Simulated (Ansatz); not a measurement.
C₂H₇FSi₂, relaxed with RKS PBE0-D4/def2-TZVP in Ansatz from a PBE-D4/def2-SVP geometry. The force threshold is 0.005 eV/Å; the program also tests the step.

Total charge 0; spin multiplicity 1. The bonds changed during the relaxation, so this is another structure than the one it started from.

Start:

```xyz
12

C    -1.006    1.350    0.142
Si   -0.609   -0.476    0.318
C     1.214   -0.869    0.517
Si    1.302   -1.317   -1.375
F     1.396    0.260   -1.942
H    -0.830    1.886    1.096
H    -0.330    1.768   -0.631
H    -2.056    1.514   -0.171
H    -1.549   -1.277    1.174
H     1.421   -1.729    1.184
H     1.828    0.009    0.797
H    -0.780   -1.119   -1.109
```

| step | energy (eV) | largest force (eV/Å) | largest move (Å) |
| --- | --- | --- | --- |
| 1 | -20652.0226 | 0.854 | 0.000 |
| 2 | -20652.0751 | 0.556 | 0.048 |
| 3 | -20652.0840 | 0.315 | 0.142 |
| 4 (rejected) | -20652.0775 | 0.400 | 0.090 |
| 5 | -20652.0946 | 0.124 | 0.044 |
| 6 | -20652.0966 | 0.061 | 0.042 |
| 7 | -20652.0987 | 0.042 | 0.041 |
| 8 | -20652.1005 | 0.147 | 0.069 |
| 9 | -20652.1023 | 0.224 | 0.076 |
| 10 | -20652.1045 | 0.117 | 0.067 |
| 11 | -20652.1067 | 0.129 | 0.066 |
| 12 | -20652.1083 | 0.059 | 0.027 |
| 13 | -20652.1092 | 0.040 | 0.027 |
| 14 (rejected) | -20652.1090 | 0.118 | 0.105 |
| 15 | -20652.1103 | 0.037 | 0.051 |
| 16 | -20652.1111 | 0.055 | 0.072 |
| 17 | -20652.1113 | 0.052 | 0.018 |
| 18 | -20652.1114 | 0.040 | 0.009 |
| 19 | -20652.1115 | 0.020 | 0.014 |
| 20 | -20652.1115 | 0.004 | 0.013 |

End:

```xyz
12

C    -1.004    1.321    0.127
Si   -0.691   -0.514    0.241
C     1.155   -0.876    0.406
Si    1.713   -1.241   -1.350
F     1.675    0.275   -1.938
H    -0.704    1.824    1.049
H    -0.427    1.745   -0.698
H    -2.062    1.529   -0.049
H    -1.456   -1.146    1.350
H     1.313   -1.748    1.047
H     1.647   -0.001    0.841
H    -1.161   -1.168   -1.025
```

It took 38 s on 4 threads of an Intel Xeon 6975P-C on a shared host, with 0.61 GiB of host memory at the peak.
